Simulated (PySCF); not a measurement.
## Si 2p3/2 core levels and what the atom is bonded to

Gas-phase molecules, one conformer each, relaxed by PBE0-D3(BJ)/def2-SVP with no frequency check. Core levels by delta-SCF with SCAN, pcX-2 on the ionised atom and pcseg-1 elsewhere, spin-free X2C (2p3/2 is the spin-free 2p value less a third of a first-order spin-orbit splitting); energies from the vacuum level.

```
       structure (SMILES)       Si bonded to  mean electronegativity of these (Pauling)  Si 2p3/2 (eV)
                  [SiH3]P          1 P + 3 H                                       2.20         106.92
 CO[SiH]1N[SiH2]N[SiH2]N1          2 N + 2 H                                       2.62              ?
  F[Si]([SiH3])([SiH3])Cl  1 Cl + 1 F + 2 Si                                       2.73         108.18
               C[SiH](C)F    2 C + 1 F + 1 H                                       2.82         107.49
         F[SiH]1N[SiH2]N1    1 F + 2 N + 1 H                                       3.06         108.10
O[Si](Cl)(C[SiH3])O[SiH3]   1 C + 1 Cl + 2 O                                       3.15         108.40
      O[Si](O)(Cl)N[SiH3]   1 Cl + 1 N + 2 O                                       3.27         108.75
```

Task: Fit a straight line to the complete rows and predict the core level of Si in CO[SiH]1N[SiH2]N[SiH2]N1, bonded to 2 N + 2 H.

Result: E = 103.524 + 1.55·χ (6 points, rms 0.26 eV, correlation 0.905). At 2.62 this gives 107.59 eV; the calculation itself gave 107.02 eV, so the fit is off by 0.57. One far point carries much of this line.

For scale, for CO[SiH]1N[SiH2]N[SiH2]N1: hardware: 1 thread of Arm Neoverse V1 (aarch64), shared host; wall time 80 s, peak memory 0.78 GiB, launched as `OMP_NUM_THREADS=1 python cluster_run.py task.json out`.
